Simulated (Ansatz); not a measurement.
`C[N]=[Nb]1234([Cl])([Cl])[C@H]5[C@@H]1[C@@H]2[C@@H]3[C@H]54`, 18 atoms. The species carries charge 0 and has multiplicity 1. Correlated methods include outer-core shells of Nb, which these sets cover unevenly. Nb: def2 effective core potential. All runs use 4 threads of an AMD EPYC 7R13 on a shared host and a share of an NVIDIA H100 80 GB. Correlated methods freeze the cores.

Task: Give the basis size and wall time and peak host memory of each of these runs in Ansatz. RKS PBE0-D4/def2-SVP energy; RKS ωB97M-V/def2-SVP energy; RKS LC-ωPBE/def2-TZVPP energy; direct RPA on PBE orbitals/def2-TZVPP energy; RKS PBE0-D4/def2-QZVPP energy; RKS PBE-D4/def2-TZVPP energy and forces; RKS PBE-QIDH (frozen core)/def2-TZVPP energy; RKS PBE0-D4/def2-TZVP relaxation (18 steps); RKS BLYP-D4/def2-TZVPP energy; RHF-CCSD(T)/def2-TZVPP energy; RHF-CCSD(T)/def2-SVP energy; RKS ωB97M-V/def2-QZVPP energy. (Estimate.)

Result: Computed: Other jobs shared the machine, so times are rough.

```tsv
level	job	functions	wall time	peak host memory (GiB)
RKS LC-ωPBE/def2-TZVPP	energy	469	6 s	1.1
RKS PBE0-D4/def2-SVP	energy	205	7.5 s	0.87
RKS BLYP-D4/def2-TZVPP	energy	469	7.6 s	1.1
RKS PBE-D4/def2-TZVPP	energy and forces	469	8 s	1.1
RKS PBE-QIDH (frozen core)/def2-TZVPP	energy	469	8.1 s	2.6
direct RPA on PBE orbitals/def2-TZVPP	energy	469	8.5 s	2.6
RKS ωB97M-V/def2-SVP	energy	205	9 s	1
RHF-CCSD(T)/def2-SVP	energy	205	9 s	0.82
RKS PBE0-D4/def2-QZVPP	energy	860	15 s	1.5
RKS ωB97M-V/def2-QZVPP	energy	860	19 s	1.6
RKS PBE0-D4/def2-TZVP	relaxation (18 steps)	379	94 s	1.1
RHF-CCSD(T)/def2-TZVPP	energy	469	2.4 min	2.5
```

LC-ωPBE has ω = 0.4 bohr⁻¹.
